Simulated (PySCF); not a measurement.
cyanomethylboronic acid (C₂H₄BNO₂), SMILES C(#N)CB(O)O. Atoms are numbered in the order given.

```xyz
10

N     -0.3162     2.5761     0.0000
C      0.3231     1.6081     0.0000
C      1.0053     0.3235     0.0000
B     -0.0331    -0.8987     0.0000
O     -1.3789    -0.7253     0.0000
O      0.4954    -2.1469     0.0000
H      1.6611     0.2413    -0.8832
H      1.6611     0.2413     0.8832
H     -1.6606     0.2007     0.0000
H     -0.1849    -2.8343     0.0000
```
Charge 0, spin multiplicity 1.

Geometry optimised at B3LYP-D3(BJ)/def2-SVP. One conformer was computed; it need not be the lowest.

Calculation: PySCF with KT2/pcSseg-1.

GIAO shieldings, no solvent; atoms listed in one row are averaged. δ = σ(ref) − σ: ¹⁵N against NH3 (σ = 266.2 ppm); ¹³C against TMS (σ = 185.1 ppm); ¹¹B against BF3 (σ = 89.8 ppm); ¹⁷O against H2O (σ = 330.4 ppm); ¹H against TMS (σ = 31.47 ppm), references at their B3LYP-D3(BJ)/def2-TZVP geometries, non-relativistic.

Computed chemical shifts:
```
nucleus   atoms  count  δ (ppm)
-------  ------  -----  -------
¹⁵N          N1      1    283.6
¹³C          C2      1    114.2
¹³C          C3      1      6.6
¹¹B          B4      1     14.6
¹⁷O          O5      1    136.7
¹⁷O          O6      1    114.2
¹H           H9      1     5.72
¹H          H10      1     4.33
¹H       H7, H8      2     2.11
```
